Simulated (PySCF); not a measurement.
Computed shifts of a molecule CH₃FO₂Si, B3LYP/pcSseg-1 (PySCF), GIAO, gas phase, equivalent atoms averaged, in ppm (number of nuclei): ¹³C: 186.1 (1). ²⁹Si: -35.7 (1). ¹⁹F: -217.7 (1). ¹H: 6.77 (1), 5.16 (2). References: ¹⁷O against H2O (σ = 333.8 ppm); ¹³C against TMS (σ = 181.3 ppm); ²⁹Si against TMS (σ = 338.7 ppm); ¹⁹F against CFCl3 (σ = 161.7 ppm); ¹H against TMS (σ = 31.68 ppm), references at their B3LYP-D3(BJ)/def2-TZVP geometries, non-relativistic. Coordinates come from a PBE0-D3(BJ)/def2-SVP optimisation. The values are those of a single conformer.

**Question.** Pick the molecule that these values belong to.
(A) O=CO[SiH2]F
(B) O=C[Si@@H](O)F
(C) O=C(O)[SiH2]F
(D) F[SiH]1OCO1

**Answer.** C, O=C(O)[SiH2]F
